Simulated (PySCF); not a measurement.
Tl₂ from Hartree–Fock to correlated methods

State: ³Πu (triplet), unpaired electrons σ ↑, π ↑. Set-up: Tl def2-SVPD with ECP60; scalar-relativistic core potentials (PySCF 2.14). De refers to Tl + Tl in their high-spin ground configurations, without counterpoise correction. The functionals are run spin-unrestricted.

```
      Level  Re (Å)  ωe (cm⁻¹)  De (eV)
        UHF   3.189       80.8     0.52
    UHF-MP2   3.107       88.4     1.03
UHF-SCS-MP2   3.117       88.2     0.87
   UHF-CCSD   3.149       83.3     0.95
UHF-CCSD(T)   3.150       82.4     1.00
        PBE   3.193       75.0     1.29
     PBEsol   3.124       80.3     1.43
     r²SCAN   3.141       80.3     1.26
      M06-L   3.220       75.4     1.28
       PBE0   3.137       81.5     1.18
  BHandHLYP   3.146       82.3     0.96
  CAM-B3LYP   3.113       85.3     0.99
```

Task: Which functional lies closest to UHF-CCSD(T) in De, which farthest, and by how much do they differ from it?

Result: Closest is CAM-B3LYP (-3.7 pm in Re, +3.5 % in ωe, -0.01 eV in De against UHF-CCSD(T) in the same basis), farthest PBEsol (-2.6 pm in Re, -2.5 % in ωe, +0.43 eV in De). CCSD(T) converges more slowly with the basis than the functionals do and binds too weakly in this one, so the order can change at the basis-set limit.

Task: What does a quarter of exact exchange do here, going from PBE to PBE0?

Result: PBE0 less PBE: -5.6 pm in Re, +8.7 % in ωe, -0.11 eV in De. Exact exchange removes part of the self-interaction that spreads semilocal densities, and in most molecules shortens and stiffens the bond and lowers De; so it does here.

Task: What does the step from GGA to meta-GGA do here, going from PBE to r²SCAN?

Result: r²SCAN less PBE: -5.2 pm in Re, +7.1 % in ωe, -0.03 eV in De. 

Correlated steps freeze 8 core orbitals. Correlated levels converge slowly with the basis: in double zeta they bind strong bonds too weakly, by up to about 1 eV, and carry superposition errors of some tenths. These are scalar-relativistic numbers at best; spin–orbit coupling would shift them, the dissociation energy most. The state was picked by a PBE0 search and need not be the measured ground state.

The whole job (state search and all levels along the bond) took about 10 min on 1 thread of Arm Neoverse N1 (shared host), peak memory 0.95 GiB.
